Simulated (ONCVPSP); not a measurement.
# tantalum (Ta), ONCV: configuration errors across variants

Ta, optimised norm-conserving Vanderbilt (ONCV), made with ONCVPSP 4.0.1 (PBE, scalar-relativistic). Core [Kr] 4d10 4f14 5s2, reference 5p6 5d3 6s1.75 6p0.25. Waves: 6s: rc 3.00 bohr, ncon 3, nbas 7, qcut 2.5 1/bohr, 2 projectors, debl 1.5 Ha; 5p+6p: rc 2.55 bohr, ncon 3, nbas 7, qcut 5.1 1/bohr, 2 projectors; 5d: rc 2.50 bohr, ncon 4, nbas 8, qcut 6.1 1/bohr, 1 projector. Local part: polynomial inside 2.40 bohr (lpopt 5, dvloc0 1 Ha). Core correction: Teter function, fcfact 1.5, rcfact 1.25.

All-electron excitation energies from the reference (eV): (1) 5p6 5d3 6s2 6p0 -1.020; (2) 5p6 5d3 6s1 6p0 7.448; (3) 5p6 5d3 6s0 6p0 22.420; (4) 5p6 5d3 6s0 6p2 7.576.

Errors AE − PS in meV (a dash: test not solved or not reliable):

| change | (1) | (2) | (3) | (4) | bound ghosts | GHOST(+) flags above zero |
| --- | --- | --- | --- | --- | --- | --- |
| base | -0.2 | -3.9 | -18 | -23 | none | s |
| p: rc 1.86; local potential polynomial inside 1.86 bohr (lpopt 5, dvloc0 1 Ha) | -0.1 | -3.0 | -13 | -22 | none | s |
| p: rc 2.1; local potential polynomial inside 2.10 bohr (lpopt 5, dvloc0 1 Ha) | -0.1 | -3.4 | -14 | -22 | none | s |
| p: rc 2.32; local potential polynomial inside 2.32 bohr (lpopt 5, dvloc0 1 Ha) | -0.1 | -3.6 | -15 | -23 | none | s |
| p: rc 2.52 | -0.2 | -3.9 | -18 | -23 | none | s |
| p: rc 3.1 | -0.2 | -4.6 | -27 | -25 | none | s |
| p: rc 3.4 | -0.2 | -5.3 | -36 | -26 | none | s |
| p: rc 3.68 | -0.2 | -6.1 | -47 | -28 | none | s |

**Question.** Give the same row for: p: rc 2.88.

**Answer.** -0.2, -4.3, -23, -24; bound ghosts: none; GHOST(+) flags above zero: s.
